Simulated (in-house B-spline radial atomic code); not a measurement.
Atomic self-consistent-field run: the potassium ion K⁶⁺. Level of theory: non-relativistic TPSSh, spin-polarised, spherical fractional occupations, point nucleus; calculated with a radial B-spline atomic code at the basis-set limit.

Command:
```bash
python run_scf.py task.json out
```
Settings:
```
Z                19
configuration    [Ne] 3s2 3p1
hamiltonian      nr
method           tpssh
spin_polarised   True
```

Output (hartree, bohr):
```
 radial grid: 43 intervals, B-splines of order 8, outer radius 10.2985 bohr

 iter        energy (Eh)    residual
    1        -587.991194    2.97e-02
    2        -587.992601    6.83e-04
    3        -587.992602    3.59e-04
    4        -587.992602    1.89e-04
    5        -587.992602    1.05e-05
    6        -587.992602    1.63e-06
    7        -587.992602    7.22e-08

 total energy                      -587.99260
 kinetic                             587.5261
 electron-nucleus                  -1342.3405
 Hartree                             197.1231
 exact exchange                       -2.9541
 exchange-correlation                -27.3472

 orbital      occ     eigenvalue          <r>       <r^2>       <1/r>       r_max
 1s up      1.000      -133.9043    0.0814608  0.00891055     18.5517     0.05352
 1s down    1.000      -133.8889     0.081454  0.00890892     18.5528     0.05352
 2s up      1.000       -17.1776     0.386728    0.176942     3.79506      0.3185
 2s down    1.000       -17.1649     0.386542    0.176686      3.7951      0.3186
 2p up      3.000       -14.5301     0.348178    0.149845     3.71326      0.2619
 2p down    3.000       -14.5101     0.348123    0.149709     3.71248      0.2621
 3s up      1.000        -4.7187      1.11516     1.41246     1.25358       1.008
 3s down    1.000        -4.6089      1.11941     1.42496     1.24981       1.011
 3p up      1.000        -3.9797      1.15794      1.5414     1.17428       1.034
```

Run time, properties included: 0.19 s on 1 thread of Arm Neoverse V1, with other jobs on the host.

Caution: exact exchange at fractional occupations of open shells leaves self-interaction of up to several eV.
